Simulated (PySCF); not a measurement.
Compound: C5H8P3 (charge -1).
Cartesian coordinates in Å at the GFN2-xTB level; atoms count from 1:
```
atom  x, y, z in Å
C1    -2.762    0.420    0.339
C2    -1.962   -0.879    0.416
C3    -0.532   -0.655   -0.008
P4    -0.075   -1.012   -1.643
P5     1.924   -0.405   -1.558
C6     1.983    0.111    0.098
C7     3.277    0.659    0.649
P8     0.590    0.018    1.145
H9    -2.300    1.171    0.979
H10   -2.755    0.793   -0.684
H11   -3.795    0.268    0.656
H12   -1.986   -1.254    1.445
H13   -2.423   -1.626   -0.235
H14    3.594    0.090    1.526
H15    4.060    0.608   -0.106
H16    3.155    1.701    0.955
```

NICS = −σ at a ghost point: NICS(0) at the centroid of the ring atoms, NICS(1) 1 Å to either side along the normal of their mean plane, zz for the tensor component along that normal. Level: GIAO PBE0/pcSseg-1 (PySCF, non-relativistic, gas phase) on the GFN2-xTB geometry, one conformer.

Ring bond lengths (Å), with Mayer bond orders in brackets: C3–P4 1.735 (1.34), P4–P5 2.092 (1.28), P5–C6 1.736 (1.35), C6–P8 1.745 (1.25), P8–C3 1.744 (1.26).

Q: Give the NICS values of each ring in ppm.

A: 
```
          ring                                                 type  NICS(0)  NICS(1), two faces  NICS(1)zz, two faces  rms pucker (Å)  centre to ring atoms, mean (Å)
C3–P4–P5–C6–P8  5-membered ring with 3 P; formal bonds all aromatic     -9.9       -10.7 / -11.1         -24.0 / -25.6            0.00                            1.53
```

Q: What do they say, and how far can they be read as aromaticity?

A: 
- C3–P4–P5–C6–P8: mean NICS(1)zz -24.8 ppm, shielded.

Q: What field does 9.4 T along the ring normal induce along that normal at the second NICS(1) probe listed for ring C3–P4–P5–C6–P8, 1 Å off the ring?

A: NICSzz × B0 = -25.6 ppm × 9.4 T = -241 μT, against the applied field.

Q: List the ring angles and the Hirshfeld charges of the ring atoms.

A: 
- C3–P4–P5–C6–P8: C3 122.2° (-0.148 e), P4 98.9° (-0.186 e), P5 99.0° (-0.190 e), C6 122.0° (-0.153 e), P8 97.9° (-0.106 e); sum 540.0° against 540° for a flat convex ring.

Q: How shielded are the nuclei of the rings and their hydrogens (means over atoms taken as equivalent)?

A: 
```json
{"atoms": "C3", "environment": "substituted aromatic carbon", "σ isotropic (ppm)": "-26.2"}
{"atoms": "P4", "environment": "phosphorus bonded to C and P", "σ isotropic (ppm)": "57.8"}
{"atoms": "P5", "environment": "phosphorus bonded to C and P", "σ isotropic (ppm)": "41.8"}
{"atoms": "C6", "environment": "substituted aromatic carbon", "σ isotropic (ppm)": "-12.7"}
{"atoms": "P8", "environment": "phosphorus bonded to 2 C", "σ isotropic (ppm)": "59.3"}
```
